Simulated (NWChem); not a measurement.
System: stibine (SbH$_{3}$); SMILES [SbH3]

Excerpt of the output:

```
             Northwest Computational Chemistry Package (NWChem) 7.3.0
             --------------------------------------------------------

 C3V symmetry detected

                             Geometry "geometry" -> ""
                             -------------------------

 Output coordinates in angstroms (scale by  1.889725989 to convert to a.u.)

  No.       Tag          Charge          X              Y              Z
 ---- ---------------- ---------- -------------- -------------- --------------
    1 Sb                  51.0000     0.00000000     0.00000000     0.05344122
    2 H                    1.0000     0.99809669     0.99809669    -0.90850078
    3 H                    1.0000     0.36532874    -1.36342543    -0.90850078
    4 H                    1.0000    -1.36342543     0.36532874    -0.90850078

 Effective nuclear repulsion energy (a.u.)      48.0484666837

      Symmetry information
      --------------------

 Group name             C3v
 Group number             17
 Group order               6
 No. of unique centers     2

                                 NWChem DFT Module
                                 -----------------

 Summary of "ao basis" -> "ao basis" (spherical)
 ------------------------------------------------------------------------------
       Tag                 Description            Shells   Functions and Types
 ---------------- ------------------------------  ------  ---------------------
 Sb                          3-21g                  13       31   6s5p2d
 H                           3-21g                   2        2   2s

      Symmetry analysis of basis
      --------------------------

        a1         15
        a2          0
        e          22

  Rotation of axis

            General Information
            -------------------
          SCF calculation type: DFT
          Wavefunction type:  closed shell.
          No. of atoms     :     4
          No. of electrons :    54
           Alpha electrons :    27
            Beta electrons :    27
          Charge           :     0
          Spin multiplicity:     1
          Use of symmetry is: on ; symmetry adaption is: on
          Maximum number of iterations: 150
          AO basis - number of functions:    37
                     number of shells:    19
          Convergence on energy requested:  1.00D-06
          Convergence on density requested:  1.00D-05
          Convergence on gradient requested:  5.00D-04

              XC Information
              --------------
                         B3LYP Method XC Potential
                     Hartree-Fock (Exact) Exchange  0.200
                        Slater Exchange Functional  0.800 local
                    Becke 1988 Exchange Functional  0.720 non-local
              Lee-Yang-Parr Correlation Functional  0.810
                  VWN I RPA Correlation Functional  0.190 local

             Grid Information
             ----------------
          Grid used for XC integration:  medium
          Radial quadrature: Mura-Knowles
          Angular quadrature: Lebedev.
          Tag              B.-S. Rad. Rad. Pts. Rad. Cut. Ang. Pts.
          ---              ---------- --------- --------- ---------
          Sb                  1.45      123           7.0       590
          H                   0.35       45           7.0       434
          Grid pruning is: on
          Number of quadrature shells:   168
          Spatial weights used:  Erf1

      Superposition of Atomic Density Guess
      -------------------------------------

 Sum of atomic energies:       -6287.13081155

      Non-variational initial energy
      ------------------------------

 Total energy =   -6287.228182
 1-e energy   =   -8762.195821
 2-e energy   =    2426.919172
 HOMO         =      -0.271641
 LUMO         =       0.066922

      Symmetry analysis of molecular orbitals - initial
      -------------------------------------------------

  Numbering of irreducible representations:

     1 a1          2 a2          3 e

  Orbital symmetries:

     1 a1          2 a1          3 e           4 e           5 a1
     6 a1          7 e           8 e           9 a1         10 e
    11 e          12 e          13 e          14 a1         15 a1
    16 e          17 e          18 a1         19 e          20 e
    21 e          22 e          23 a1         24 a1         25 e
    26 e          27 a1         28 e          29 e          30 a1
    31 a1         32 e          33 e          34 a1         35 e
    36 e          37 a1

     ---------------------------------------------
      Total Density - Mulliken Population Analysis
     ---------------------------------------------

    Atom       Charge   Shell Charges
 -----------   ------   -------------------------------------------------------
    1 Sb  51    50.79   2.00  2.00  6.00  2.00  6.00  2.00  5.95  0.90  1.68  0.87  1.41 10.00  9.99
    2 H    1     1.07   0.36  0.71
    3 H    1     1.07   0.36  0.71
    4 H    1     1.07   0.36  0.71

   convergence    iter        energy       DeltaE   RMS-Dens  Diis-err
 ---------------- ----- ----------------- --------- --------- ---------
 d= 0,ls=0.0,diis     1  -6290.0288682422 -6.34D+03  1.30D-02  1.27D-01
 d= 0,ls=0.0,diis     2  -6290.0402632326 -1.14D-02  3.72D-03  3.25D-03
 d= 0,ls=0.0,diis     3  -6290.0410498053 -7.87D-04  6.24D-04  1.25D-04
 d= 0,ls=0.0,diis     4  -6290.0410766525 -2.68D-05  7.24D-05  2.59D-06
 d= 0,ls=0.0,diis     5  -6290.0410773059 -6.53D-07  1.05D-05  6.66D-08
 d= 0,ls=0.0,diis     6  -6290.0410773232 -1.74D-08  1.99D-07  6.29D-12

         Total DFT energy =    -6290.041077323214
      One electron energy =    -8763.865321632898
           Coulomb energy =     2593.183773956956
    Exchange-Corr. energy =     -167.407996330946
 Nuclear repulsion energy =       48.048466683674

 Numeric. integr. density =       54.000021267521

[...]
```

Level: B3LYP/3-21G, non-relativistic. All runs use the structure optimised with PBE0-D3(BJ)/def2-TZVP (def2 core potentials past Kr). B3LYP is NWChem's, with the RPA form of VWN correlation.

Task: Reconstruct the input file.

Result: This is not unique; one that fits is the input that was run:
```
start job
memory heap 200 mb stack 900 mb global 1100 mb
geometry units angstroms noautoz
  Sb     0.000000     0.000000     0.032948
  H     -0.343600     1.369063    -0.928994
  H      1.357443    -0.386965    -0.928994
  H     -1.013843    -0.982098    -0.928994
end
basis spherical
  Sb library 3-21g
  H library 3-21g
end
dft
  xc b3lyp
  iterations 150
  mulliken
end
task dft energy
```
